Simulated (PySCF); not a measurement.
## Working out the ionisation energy of Tc

Tc [Kr] 4d5 5s2 (6S) → Tc⁺ [Kr] 4d5 5s1 (7S). Computed with PySCF 2.14 in x2c-TZVPall (8s6p6d1f, 63 functions), with scalar relativity by spin-free X2C-1e. Frozen: [Kr]. Energies in hartree (1 hartree = 27.21139 eV):

| part | Tc (lower) | Tc⁺ (upper) |
| --- | --- | --- |
| UHF | -4283.046492 | -4282.842939 |
| MP2 opposite-spin | -0.035243 | 0.000000 |
| MP2 same-spin | -0.061753 | -0.062556 |

Question: What does Hartree-Fock give?

Answer: (-4282.842939) − (-4283.046492) = 0.203553 hartree = 5.539 eV.

Question: What do MP2 and SCS-MP2 (6/5 opposite-spin, 1/3 same-spin) give?

Answer: The opposite-spin parts differ by 0.959 eV and the same-spin parts by -0.022 eV. MP2: 5.539 + (0.959) + (-0.022) = 6.476 eV. SCS-MP2: 5.539 + 1.2 × (0.959) + (-0.022)/3 = 6.682 eV.

Measured between the centres of the two terms (NIST): 7.119 eV, so MP2 (valence) is off by -0.643 eV.

What remains against the reference includes basis incompleteness, the frozen core and correlation beyond second order.
